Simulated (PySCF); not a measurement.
Molecule: `O=C1C[C@@H](Cl)C[C@@H](F)O1`, C5H6ClFO2.

Bonds (- single, = double, # triple, : aromatic): O1=C2, C2-C3, C3-C4, C4-Cl5, C4-C6, C6-C7, C7-F8, C7-O9, O9-C2. C3 carries H10, H11; C4 carries H12; C6 carries H13, H14; C7 carries H15. Stereochemistry as in O=C1C[C@@H](Cl)C[C@@H](F)O1. H10, H13 are cis to Cl5 on the ring; H11, H14 are trans to Cl5 on the ring.

Frames of a GFN2-xTB Langevin trajectory at 600 K; GIAO PBE0/pcSseg-1 shieldings in PySCF 2.14, gas phase, non-relativistic; equivalent atoms averaged within each frame.

Shifts are taken against calculated references (same method and geometry level): ¹⁷O (σref 336.08) vs H2O; ¹³C (σref 186.93) and ¹H (σref 31.72) against TMS; ³⁵Cl (σref 949.78) against HCl; CFCl3 for ¹⁹F (σref 170.95). The references are static minima.

Task: How do the shifts (ppm) fluctuate along the trajectory?

Result: 
```tsv
time (fs)	O1	O9	C2	C7	C4	C3	C6	Cl5	F8	H15
optimised geometry	483.2	249.9	170.8	109.1	54.8	43.5	43.9	215	-123.0	6.19
250	503.6	242.7	172.8	106.7	55.4	44.5	40.8	263	-124.2	6.76
425	514.3	273.2	175.4	101.6	62.0	48.3	36.2	209	-166.7	5.02
625	469.3	249.9	167.3	114.9	58.2	47.0	46.5	270	-91.0	7.60
800	471.4	233.8	164.4	105.9	58.4	43.8	61.4	287	-90.5	6.81
1000	445.6	254.0	161.2	104.1	54.8	48.0	34.9	190	-156.8	7.76
mean of frames	480.8	250.7	168.2	106.7	57.8	46.3	43.9	244	-125.8	6.79
standard deviation	27.9	14.7	5.9	5.0	2.9	2.0	10.8	42	35.7	1.09
```

5 frames give an uncertainty of the mean of about the standard deviation over 2.2 at best, since frames this close in time may not be independent; classical motion lacks zero-point vibration, and the reference would need the same averaging.
